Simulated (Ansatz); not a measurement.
C3H9Cl2MoNO2, SMILES `C[N]=[Mo]([Cl])([Cl])([O]C)[O]C`, relaxed with RKS PBE0-D4/def2-TZVP in the Gaussian-basis code of Ansatz from a PBE-D4/def2-SVP geometry. The force threshold is 0.005 eV/Å; the program also tests the step.

Charge 0, multiplicity 1. Mo takes the def2 core potential.

Start:

```xyz
18

C    -1.782    2.379    0.102
N    -0.923    1.282    0.345
Mo    0.438    0.246    0.412
Cl    1.813    0.740    2.263
Cl    1.788    1.797   -0.804
O     0.562   -0.826   -1.127
C     0.501   -0.648   -2.518
O    -0.236   -1.192    1.450
C     0.456   -2.285    1.997
H    -1.222    3.157   -0.469
H    -2.669    2.067   -0.493
H    -2.133    2.821    1.060
H     1.132    0.226   -2.805
H     0.882   -1.562   -3.019
H    -0.545   -0.461   -2.849
H     0.984   -2.869    1.207
H    -0.262   -2.952    2.519
H     1.214   -1.919    2.729
```

```csv
step,energy (eV),largest force (eV/Å),largest move (Å)
1,-35733.5876,1.092,0.000
2,-35733.6787,0.272,0.069
3,-35733.6897,0.119,0.053
4,-35733.6911,0.105,0.051
5,-35733.6938,0.039,0.031
6 (rejected),-35733.6938,0.178,0.030
7,-35733.6943,0.012,0.015
8,-35733.6945,0.035,0.020
9,-35733.6946,0.027,0.024
10,-35733.6947,0.009,0.012
11 (rejected),-35733.6947,0.012,0.007
12,-35733.6947,0.006,0.003
13 (rejected),-35733.6947,0.015,0.007
14,-35733.6947,0.004,0.003
```

End:

```xyz
18

C    -1.781    2.361    0.103
N    -0.890    1.293    0.341
Mo    0.439    0.260    0.420
Cl    1.785    0.778    2.250
Cl    1.830    1.757   -0.778
O     0.554   -0.814   -1.089
C     0.494   -0.660   -2.477
O    -0.240   -1.144    1.456
C     0.459   -2.254    1.944
H    -1.254    3.138   -0.463
H    -2.643    2.016   -0.475
H    -2.128    2.780    1.051
H     1.174    0.143   -2.784
H     0.798   -1.599   -2.945
H    -0.523   -0.411   -2.794
H     0.990   -2.774    1.137
H    -0.252   -2.942    2.406
H     1.189   -1.928    2.696
```

Hardware: 4 threads of an AMD EPYC 7R13 on a shared host and a share of an NVIDIA H100 80 GB. Wall time 46 s, peak host memory 1 GiB.
